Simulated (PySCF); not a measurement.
A family of related molecules: H2E=E'H2. Isolated molecules, 0 K electronic values unless said otherwise. One relaxed conformer stands for each flexible species; it need not be the lowest. Strings in code marks are SMILES.

The dipole moment from two functionals at the same geometries (CAM-B3LYP-D3(BJ)/def2-TZVP), both in PySCF: PBE-D3(BJ)/def2-TZVP and CAM-B3LYP-D3(BJ)/def2-TZVP. 

```tsv
species	PBE-D3(BJ)/def2-TZVP (D)
`C=[SiH2]`	0.60
`BN`	2.08
`[NH2][AlH2]`	1.40
`[CH2]=[SnH2]`	0.79
```

Question: What does CAM-B3LYP-D3(BJ)/def2-TZVP give for each?

Answer: 
- `C=[SiH2]`: 0.87
- `BN`: 1.95
- `[NH2][AlH2]`: 1.26
- `[CH2]=[SnH2]`: 1.06
Over these rows, drawn at random from the members with no instability flagged (it was tested for open shells, ions and some series alone), PBE minus CAM-B3LYP-D3(BJ): mean -0.07 D, from -0.28 D to +0.14 D.
